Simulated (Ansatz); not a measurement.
Gas-phase electronic energies from Ansatz, PBE0-D4/def2-TZVP geometries. CCSD(T)/CBS is the MP2 limit (def2-TZVPP, def2-QZVPP) plus CCSD(T) − MP2 in def2-TZVPP, frozen cores. This one scheme is used for every species. Functionals use def2-TZVPP. B3LYP here is the variant with VWN-RPA as its local correlation; programs differ in this. One conformer a species, not always the lowest.

`OC(F)O[SiH3]` + `C=N` → `C=NC(F)O[SiH3]` + H₂O  (substitution at a C–O bond)

`OC(F)O[SiH3]`:

Cartesian coordinates in Å:
```
O -0.751 -2.138 0.403
C 0.098 -1.092 0.287
F 0.878 -1.225 -0.853
O -0.588 0.090 0.189
Si 0.123 1.552 -0.170
H -1.471 -2.008 -0.226
H 0.788 -1.113 1.136
H 1.384 1.689 0.604
H 0.407 1.676 -1.618
H -0.867 2.569 0.248
```

`C=N`:

Cartesian coordinates in Å:
```
C 0.146 -0.333 0.141
N -0.291 0.842 0.272
H 0.234 -0.867 -0.813
H 0.467 -0.878 1.031
H -0.556 1.236 -0.631
```

`C=NC(F)O[SiH3]`:

Cartesian coordinates in Å:
```
C 0.108 1.863 0.859
N 0.424 0.895 0.120
C -0.487 0.440 -0.884
F -1.753 0.958 -0.735
O -0.585 -0.921 -0.845
Si 0.416 -1.901 0.058
H 0.811 2.182 1.626
H -0.840 2.399 0.773
H -0.132 0.776 -1.866
H -0.085 -3.260 -0.257
H 0.294 -1.654 1.515
H 1.831 -1.776 -0.365
```

H₂O:

Z-matrix (Å, degrees):
```
O
H 1 0.960
H 1 0.960 2 105.1
```

Problem. Is it downhill or uphill in electronic energy at CCSD(T)/CBS, and by how much? (Estimate.)

Solution. Computed: Downhill: ΔE = -7.8 kJ/mol.

Problem. What do these levels give: PBE-D4, PBE0-D4, ωB97X-V, ωB97M-V, r2SCAN, B3LYP, MP2/def2-TZVPP, SCS-MP2/def2-TZVPP, MP2/def2-QZVPP, SCS-MP2/def2-QZVPP, HF/CBS(def2), MP2/CBS(def2)? (Estimate.)

Solution. Computed: PBE-D4 -4.0, PBE0-D4 -4.1, ωB97X-V 0.3, ωB97M-V -1.0, r2SCAN 0.2, B3LYP 5.2, MP2/def2-TZVPP -8.3, SCS-MP2/def2-TZVPP -3.5, MP2/def2-QZVPP -11.6, SCS-MP2/def2-QZVPP -6.6, HF/CBS(def2) 11.4, MP2/CBS(def2) -13.6 kJ/mol.

Largest T1 diagnostic among the species: 0.013.

In def2-TZVPP, CCSD(T) changes the Hartree–Fock value by −14.8 kJ/mol (the triples alone add −2.0 kJ/mol) and MP2 by −20.6 kJ/mol. The D4 term adds −7.8 kJ/mol with B3LYP and −4.4 kJ/mol with PBE0; it sums over pairs of atoms, weighted by their polarisabilities, and B3LYP, whose exchange is more repulsive, gets the larger term.
